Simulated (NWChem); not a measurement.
System: CH3ClOSi, singlet; SMILES CO[Si]Cl

Input file for NWChem:

```
start job
memory heap 200 mb stack 900 mb global 1100 mb
geometry units angstroms noautoz
  Si     1.127177     0.120320    -0.000310
  Cl    -0.487722     1.505819     0.000044
  O      0.339752    -1.326480     0.000232
  C     -0.991694    -1.776848     0.001232
  H     -1.702758    -0.935626    -0.002419
  H     -1.164630    -2.401805    -0.888614
  H     -1.165841    -2.394815     0.895683
end
basis spherical
  Si library def2-svp
  Cl library def2-svp
  O library def2-svp
  C library def2-svp
  H library def2-svp
end
dft
  xc becke88 perdew86
  iterations 150
  mulliken
end
task dft energy
```

Parts of the log:

```
             Northwest Computational Chemistry Package (NWChem) 7.3.0
             --------------------------------------------------------

 C1  symmetry detected

                             Geometry "geometry" -> ""
                             -------------------------

 Output coordinates in angstroms (scale by  1.889725989 to convert to a.u.)

  No.       Tag          Charge          X              Y              Z
 ---- ---------------- ---------- -------------- -------------- --------------
    1 Si                  14.0000     1.12370149     0.10221748     0.00005529
    2 Cl                  17.0000    -0.47591987     1.50532755    -0.00002492
    3 O                    8.0000     0.32047125    -1.33586798    -0.00016232
    4 C                    6.0000    -1.01582976    -1.77162059     0.00006853
    5 H                    1.0000    -1.71763207    -0.92265709    -0.00371398
    6 H                    1.0000    -1.19516408    -2.39442028    -0.89002346
    7 H                    1.0000    -1.19717835    -2.38786843     0.89427448

 Effective nuclear repulsion energy (a.u.)     199.6023072251

  perdew86 is a nonlocal functional; adding perdew81 local functional.

                                 NWChem DFT Module
                                 -----------------

 Summary of "ao basis" -> "ao basis" (spherical)
 ------------------------------------------------------------------------------
       Tag                 Description            Shells   Functions and Types
 ---------------- ------------------------------  ------  ---------------------
 Si                         def2-svp                 8       18   4s3p1d
 Cl                         def2-svp                 8       18   4s3p1d
 O                          def2-svp                 6       14   3s2p1d
 C                          def2-svp                 6       14   3s2p1d
 H                          def2-svp                 3        5   2s1p

            General Information
            -------------------
          SCF calculation type: DFT
          Wavefunction type:  closed shell.
          No. of atoms     :     7
          No. of electrons :    48
           Alpha electrons :    24
            Beta electrons :    24
          Charge           :     0
          Spin multiplicity:     1
          Use of symmetry is: off; symmetry adaption is: off
          Maximum number of iterations: 150
          AO basis - number of functions:    79
                     number of shells:    37
          Convergence on energy requested:  1.00D-06
          Convergence on density requested:  1.00D-05
          Convergence on gradient requested:  5.00D-04

              XC Information
              --------------
                    Becke 1988 Exchange Functional  1.000
                Perdew 1981 Correlation Functional  1.000 local
                Perdew 1986 Correlation Functional  1.000 non-local

             Grid Information
             ----------------
          Grid used for XC integration:  medium
          Radial quadrature: Mura-Knowles
          Angular quadrature: Lebedev.
          Tag              B.-S. Rad. Rad. Pts. Rad. Cut. Ang. Pts.
          ---              ---------- --------- --------- ---------
          Si                  1.10       88          10.0       590
          Cl                  1.00       88          11.0       590
          O                   0.60       49           8.0       434
          C                   0.70       49          10.0       434
          H                   0.35       45          11.0       434
          Grid pruning is: on
          Number of quadrature shells:   409
          Spatial weights used:  Erf1

      Superposition of Atomic Density Guess
      -------------------------------------

 Sum of atomic energies:        -861.87586496

      Non-variational initial energy
      ------------------------------

 Total energy =    -863.090381
 1-e energy   =   -1587.786391
 2-e energy   =     525.093702
 HOMO         =      -0.277629
 LUMO         =      -0.022123

     ---------------------------------------------
      Total Density - Mulliken Population Analysis
     ---------------------------------------------

    Atom       Charge   Shell Charges
 -----------   ------   -------------------------------------------------------
    1 Si  14    13.04   2.00  1.99  1.22  0.62  5.93  0.60  0.52  0.16
    2 Cl  17    17.50   2.00  1.99  1.23  0.72  5.94  2.18  3.43  0.01
    3 O    8     8.79   1.99  1.11  0.66  3.05  1.98  0.01
    4 C    6     5.87   1.99  0.92  0.22  1.85  0.85  0.05
    5 H    1     0.94   0.69  0.22  0.02
    6 H    1     0.93   0.69  0.21  0.02
    7 H    1     0.93   0.69  0.21  0.02

   convergence    iter        energy       DeltaE   RMS-Dens  Diis-err
 ---------------- ----- ----------------- --------- --------- ---------
 d= 0,ls=0.0,diis     1   -864.5488432647 -1.06D+03  1.94D-02  6.31D-01
 d= 0,ls=0.0,diis     2   -864.2902794683  2.59D-01  1.34D-02  2.92D+00
 d= 0,ls=0.0,diis     3   -864.6066623184 -3.16D-01  5.55D-03  1.52D-01
 d= 0,ls=0.0,diis     4   -864.6167986802 -1.01D-02  2.85D-03  5.35D-02
 d= 0,ls=0.0,diis     5   -864.6248849907 -8.09D-03  4.91D-04  1.07D-03
  Resetting Diis
 d= 0,ls=0.0,diis     6   -864.6250182524 -1.33D-04  1.35D-04  1.61D-04
 d= 0,ls=0.0,diis     7   -864.6250391685 -2.09D-05  9.19D-05  9.56D-06
 d= 0,ls=0.0,diis     8   -864.6250356709  3.50D-06  5.50D-05  3.49D-05
 d= 0,ls=0.0,diis     9   -864.6250402077 -4.54D-06  1.14D-05  2.32D-06
 d= 0,ls=0.0,diis    10   -864.6250404485 -2.41D-07  3.03D-06  6.76D-08

         Total DFT energy =     -864.625040448480
      One electron energy =    -1590.318990340548
           Coulomb energy =      590.436734036693
    Exchange-Corr. energy =      -64.345091369675
 Nuclear repulsion energy =      199.602307225050

 Numeric. integr. density =       48.000004732689

                       DFT Final Molecular Orbital Analysis
                       ------------------------------------

 Vector   22  Occ=2.000000D+00  E=-2.757084D-01
              MO Center= -2.1D-01,  5.3D-03,  4.5D-03, r^2= 3.4D+00
   Bfn.  Coefficient  Atom+Function         Bfn.  Coefficient  Atom+Function
  ----- ------------  ---------------      ----- ------------  ---------------
    30      0.435786  2 Cl py                41      0.372535  3 O  py
    27      0.325074  2 Cl py                44      0.257270  3 O  py
    40     -0.215017  3 O  px                24      0.189434  2 Cl py
    43     -0.168871  3 O  px                65     -0.154768  5 H  s
    66     -0.154809  5 H  s                 29      0.104751  2 Cl px

 Vector   23  Occ=2.000000D+00  E=-2.753035D-01
              MO Center= -2.4D-01, -2.7D-01, -4.3D-03, r^2= 3.6D+00
   Bfn.  Coefficient  Atom+Function         Bfn.  Coefficient  Atom+Function
  ----- ------------  ---------------      ----- ------------  ---------------
    31      0.433802  2 Cl pz                42     -0.419109  3 O  pz
    45     -0.320670  3 O  pz                28      0.309976  2 Cl pz
    25      0.182075  2 Cl pz                56      0.169945  4 C  pz
    70     -0.167222  6 H  s                 75      0.162719  7 H  s
    71     -0.090422  6 H  s                 76      0.088107  7 H  s

 Vector   24  Occ=2.000000D+00  E=-2.341945D-01
              MO Center=  1.0D+00,  4.2D-01, -6.8D-07, r^2= 3.1D+00
   Bfn.  Coefficient  Atom+Function         Bfn.  Coefficient  Atom+Function
  ----- ------------  ---------------      ----- ------------  ---------------
     3      0.501312  1 Si s                 29     -0.391587  2 Cl px
     4      0.379379  1 Si s                  2      0.294077  1 Si s
    26     -0.276307  2 Cl px                 8      0.242168  1 Si px
    11      0.229954  1 Si px                39     -0.178261  3 O  s
    23     -0.159375  2 Cl px                 5     -0.132424  1 Si px

 Vector   25  Occ=0.000000D+00  E=-9.720952D-02
              MO Center=  9.7D-01,  9.5D-02,  2.6D-04, r^2= 2.9D+00
   Bfn.  Coefficient  Atom+Function         Bfn.  Coefficient  Atom+Function
  ----- ------------  ---------------      ----- ------------  ---------------
    13      0.680808  1 Si pz                10      0.430837  1 Si pz
    31     -0.266813  2 Cl pz                42     -0.259106  3 O  pz
    45     -0.238584  3 O  pz                 7     -0.215702  1 Si pz
    28     -0.157481  2 Cl pz                76      0.100704  7 H  s
    71     -0.100060  6 H  s                 25     -0.089864  2 Cl pz

 Vector   26  Occ=0.000000D+00  E=-4.945438D-03
              MO Center=  1.1D+00,  5.1D-02, -1.8D-06, r^2= 3.7D+00
   Bfn.  Coefficient  Atom+Function         Bfn.  Coefficient  Atom+Function
  ----- ------------  ---------------      ----- ------------  ---------------
    12      0.899609  1 Si py                39      0.512484  3 O  s
    22     -0.401241  2 Cl s                 29     -0.402506  2 Cl px
     9      0.345305  1 Si py                11     -0.345574  1 Si px
    53     -0.259529  4 C  s                 66      0.209991  5 H  s
    30      0.192355  2 Cl py                 6     -0.173504  1 Si py

 Vector   27  Occ=0.000000D+00  E= 2.844691D-02
              MO Center=  4.6D-01, -1.1D-01,  3.2D-04, r^2= 4.1D+00
   Bfn.  Coefficient  Atom+Function         Bfn.  Coefficient  Atom+Function
  ----- ------------  ---------------      ----- ------------  ---------------
    11      0.914320  1 Si px                 4     -0.648549  1 Si s
    39      0.633707  3 O  s                 53      0.636338  4 C  s
    30     -0.422695  2 Cl py                22      0.353982  2 Cl s
    12      0.347178  1 Si py                76     -0.304310  7 H  s
    71     -0.301783  6 H  s                 57     -0.274355  4 C  px

     ---------------------------------------------
      Total Density - Mulliken Population Analysis
     ---------------------------------------------

    Atom       Charge   Shell Charges
 -----------   ------   -------------------------------------------------------
    1 Si  14    13.57   2.00  1.98  1.33  0.51  5.92  0.92  0.67  0.24
    2 Cl  17    17.28   2.00  1.98  1.27  0.70  5.93  2.15  3.23  0.02
    3 O    8     8.40   1.99  1.09  0.66  2.88  1.77  0.01
    4 C    6     5.88   1.98  0.91  0.13  2.08  0.73  0.05
    5 H    1     0.96   0.74  0.20  0.02
    6 H    1     0.95   0.74  0.19  0.02
    7 H    1     0.95   0.74  0.19  0.02

     -------------------------------------------
      Total Density - Lowdin Population Analysis
     -------------------------------------------

    Atom       Charge   Shell Charges
 -----------   ------   -------------------------------------------------------
    1 Si  14    13.82   2.00  1.96  1.00  0.69  5.79  1.04  0.96  0.38
    2 Cl  17    17.10   2.00  1.96  1.07  0.81  5.82  2.27  3.16  0.02
    3 O    8     8.20   1.97  0.91  0.58  2.74  1.97  0.02
    4 C    6     5.95   1.96  0.58  0.31  1.84  1.14  0.12
    5 H    1     0.99   0.64  0.28  0.07
    6 H    1     0.97   0.65  0.26  0.06
    7 H    1     0.97   0.65  0.26  0.06

     Multipole analysis of the density
     ---------------------------------

     L   x y z        total         alpha         beta         nuclear
     -   - - -        -----         -----         ----         -------
     0   0 0 0     -0.000000    -24.000000    -24.000000     48.000000

     1   1 0 0     -0.328166     -0.164083     -0.164083     -0.000000
     1   0 1 0     -0.600417     -0.300208     -0.300208      0.000000
     1   0 0 1      0.000329      0.000164      0.000164      0.000000

     2   2 0 0    -28.250818    -75.464428    -75.464428    122.678037
     2   1 1 0      2.175316     -6.246153     -6.246153     14.667623
     2   1 0 1     -0.000633      0.000157      0.000157     -0.000947
     2   0 2 0    -28.276897   -164.235832   -164.235832    300.194768
     2   0 1 1     -0.000545      0.000522      0.000522     -0.001590
     2   0 0 2    -26.539453    -16.112084    -16.112084      5.684715
```

Level: BP86/def2-SVP. Low-valent species are run as closed-shell singlets; no triplet was tried in these runs. The geometry was optimised at PBE0/def2-SVP.
